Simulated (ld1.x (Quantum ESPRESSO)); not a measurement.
# zinc (Zn): from the effect back to the setting (RRKJ)

Base potential:

| Property | Result |
| --- | --- |
| Element | Zn (Z = 30) |
| Generator | ld1.x (Quantum ESPRESSO) 7.5 |
| Type | norm-conserving RRKJ (Kleinman–Bylander form) |
| Functional | LDA (PZ) |
| Relativity | scalar-relativistic |
| Frozen core | [Ne] |
| Valence charge | 20 |
| Reference configuration | 3s2 3p6 3d9 4s0 4p0 (charge +3) |
| Partial waves | 3s (bound): rc 1.10 bohr; 3p (bound): rc 1.05 bohr; 3d (bound): rc 1.05 bohr |
| Local potential | all-electron potential smoothed inside 0.95 bohr (lloc = -2) |
| Core correction | none |

Cutoffs, loose and tight: the cutoffs (Ry, on a coarse ladder) from which the occupation-weighted sum of valence levels, in a spherical-Bessel basis at the reference potential, stays within 10 and 1 mRy of its value at 400 Ry. They do not see the model core or the augmentation charge, which bear on the density cutoff. Test errors are all-electron minus pseudo excitation energies from the reference, over the configurations 3s2 3p6 3d10 4s2 4p0; 3s2 3p6 3d10 4s1 4p0; 3s2 3p6 3d10 4s0 4p0; 3s2 3p6 3d10 4s1.5 4p0; 3s1 3p6 3d10 4s2 4p0; 3s2 3p6 3d8 4s0 4p0; 3s2 3p6 3d10 4s1 4p1 (two spin-polarised tests are not counted in the largest error); variants that change the core or the reference have their own tests.

Only the d radius is moved (2 further runs of the sweep failed or gave no value and are left out):

| d radius (bohr) | cutoff, loose | cutoff, tight | bound ghosts | largest test error (meV) |
| --- | --- | --- | --- | --- |
| 0.98 | 200 Ry | 300 Ry | s | +38 over the solved tests; 6 of 9 tests not solved or not reliable |
| 1.28 | 140 Ry | 200 Ry | s | +107 over the solved tests; 6 of 9 tests not solved or not reliable |
| 1.4 | 110 Ry | 180 Ry | s | +181 over the solved tests; 6 of 9 tests not solved or not reliable |
| 1.58 | 100 Ry | 160 Ry | s | +308 over the solved tests; 6 of 9 tests not solved or not reliable |

One more run gave cutoff, loose: 140 Ry; cutoff, tight: 230 Ry; bound ghosts: s; largest test error (meV): +60 over the solved tests; 6 of 9 tests not solved or not reliable. Which value of the d radius was used?

1.14 bohr. The tight cutoff moves one way along this sweep, from 300 Ry at 0.98 to 160 Ry at 1.58 bohr, which places the run between 0.98 and 1.28 bohr.
